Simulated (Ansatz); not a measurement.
C2H4BI, SMILES `IC1BC1`, one more setting.

```yaml
crystal:
  periodic: [false, false, false]
  atoms:
    - {symbol: I, position_ang: [-2.257908, -0.858829, 0.663032]}
    - {symbol: C, position_ang: [-0.653272, 0.388428, -0.262412]}
    - {symbol: B, position_ang: [0.463612, 0.385823, 0.869523]}
    - {symbol: C, position_ang: [0.704291, -0.428572, -0.495226]}
    - {symbol: H, position_ang: [-1.071357, 1.160402, -0.980893]}
    - {symbol: H, position_ang: [0.806512, 0.765981, 2.000032]}
    - {symbol: H, position_ang: [1.397679, 0.089302, -1.246677]}
    - {symbol: H, position_ang: [0.707360, -1.562595, -0.606073]}
basis:
  gaussian: {orbitals: def2-TZVP}
magnetization: {spin_polarized: true, initial_magnetization: 2}
hamiltonian: {xc: {name: LC-wPBE}}
```

```sh
$ ansatz run in.yaml --threads 2 --pin off --events-out ev --progress --plain --max-ram 4352MiB
```

Output, abridged:

```
Functional definition: LC-wPBE
  name "LC-wPBE"
  cite "Vydrov & Scuseria, J. Chem. Phys. 125, 234109 (2006) doi:10.1063/1.2409292"
  cite "Heyd & Scuseria, J. Chem. Phys. 120, 7274 (2004) doi:10.1063/1.1668634"
  cite "Ernzerhof & Perdew, J. Chem. Phys. 109, 3313 (1998) doi:10.1063/1.476928"
  cite "Perdew, Burke & Ernzerhof, Phys. Rev. Lett. 77, 3865 (1996) doi:10.1103/PhysRevLett.77.3865"
  parent pbe
  parameter omega = 0.4/bohr
  exchange = pbe_x_sr(omega) + exact_x_lr(omega)
  correlation = pbe_c
1072 factors; their error is unknown
354 factors; integrals over basis functions are off by at most 7.7e-5 eV
mean field evaluation 1: about -10906.9423 eV, gradient 2.7e1 eV
mean field evaluation 2: about -10907.2653 eV, gradient 2.7e1 eV
mean field evaluation 4: about -10910.9031 eV, gradient 2.0e0 eV
mean field evaluation 8: about -10910.9436 eV, gradient 2.4e-1 eV
mean field evaluation 16: about -10910.9990 eV, gradient 7.3e-2 eV
mean field evaluation 32: about -10910.9518 eV, gradient 1.1e0 eV
mean field -10910.97132696 eV, -400.9708005437 hartree, gradient 2.1e-5 eV, S^2 2.024222; 4 other end points of the search recorded, 0 dependent functions left out
reference -10910.97132697 eV, -400.9708005440 hartree; 24, 22 occupied and 143, 145 virtual orbitals, 1072 factors
Total energy: -10910.97132697 eV, -400.9708005440 hartree
```

It took 14 s on 2 threads of an Arm Neoverse V2 on a shared host, with 0.49 GiB of host memory at the peak.
